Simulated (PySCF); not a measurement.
# KPb at UHF-SCS-MP2

Computed with UHF-SCS-MP2; K def2-SVP, Pb def2-SVP with ECP60; scalar-relativistic core potentials (PySCF 2.14).

| Quantity | Value |
| --- | --- |
| state | ⁴Σ⁻ (quartet), unpaired electrons σ ↑, π ↑↑ |
| bond length | 3.381 Å |
| harmonic wavenumber | 123 cm⁻¹ |
| force constant | 0.292 mdyn/Å |
| rotational constant Be | 0.04495 cm⁻¹ |
| anharmonicity ωexe | 0.314 cm⁻¹ |
| vibration–rotation constant αe | 0.000204 cm⁻¹ |
| well depth De to K + Pb | 1.05 eV |
| dissociation energy D0 | 1.04 eV |

Correlated steps freeze 9 core orbitals. Correlated levels converge slowly with the basis: in double zeta they bind strong bonds too weakly, by up to about 1 eV, and carry superposition errors of some tenths. These are scalar-relativistic numbers at best; spin–orbit coupling would shift them, the dissociation energy most. The state is the lowest determinant that a PBE0 search found; another state may lie lower at other levels.
